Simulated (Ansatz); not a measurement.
A structure relaxed at PBE0-D4/def2-TZVP, charge 0, multiplicity 1:

```xyz
12

C     0.446    1.815   -0.795
Si   -0.628    0.629    0.168
N     0.246   -0.742    0.760
Al    0.029   -2.469    0.382
H    -0.142    2.666   -1.148
H     1.256    2.205   -0.173
H     0.892    1.323   -1.663
H    -1.257    1.382    1.293
H    -1.709    0.093   -0.702
H     0.972   -0.522    1.430
H     0.984   -3.503    1.109
H    -1.089   -2.876   -0.660
```

(1) Give its formula and SMILES.

(2) Summarise the bond lengths by kind.

## Answers

(1) CH8AlNSi, `C[SiH2][NH][AlH2]`.

(2) 1 × C–Si 1.868 Å; 3 × C–H 1.093 to 1.094 Å; 1 × N–Si 1.730 Å; 2 × H–Si 1.488 to 1.493 Å; 1 × Al–N 1.781 Å; 1 × H–N 1.013 Å; 2 × Al–H 1.581 to 1.584 Å.

Computed with Ansatz.
